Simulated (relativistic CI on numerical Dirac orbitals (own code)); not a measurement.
Computed by Dirac-Coulomb-Breit CI, orbitals from a KLI potential per configuration, a model potential for QED, unscaled Slater integrals (own radial code, finite nucleus).

The strongest absorption lines from the ground level of an ion, among the configurations computed and to levels below about 119 eV (vacuum wavelength in nm, gf): 10.496 (0.48), 10.522 (0.054), 11.699 (0.32), 11.856 (0.11), 12.018 (0.28), 12.235 (0.13), 13.242 (0.051), 13.417 (0.047).

**Question.** Which ion is it?
A. As¹¹⁺
B. Rb¹⁵⁺
C. As⁹⁺
D. Br¹³⁺

**Answer.** A. As¹¹⁺ has 22 electrons and the ground level 3s2 3p6 3d4 5D_0; the strongest line goes to 3s2 3p5 3d5 5P°_1. The pattern of lines fixes the number of electrons, and along that sequence the line energies rise steadily with the charge (about as its square where n changes within one kind of shell, about linearly where n is kept but much faster in heavy ions where fine structure, which grows about as Z⁴, sets the gap, and irregularly where shells cross), which fixes Z. Configurations outside the model, such as inner-shell arrays, can give stronger lines. At this charge energies of transitions that change n are usually good to better than 1 %, and those within a shell (Δn = 0) to a few per cent. Terms inside the open d or f shell come out 10 to 20 % too wide with unscaled integrals.
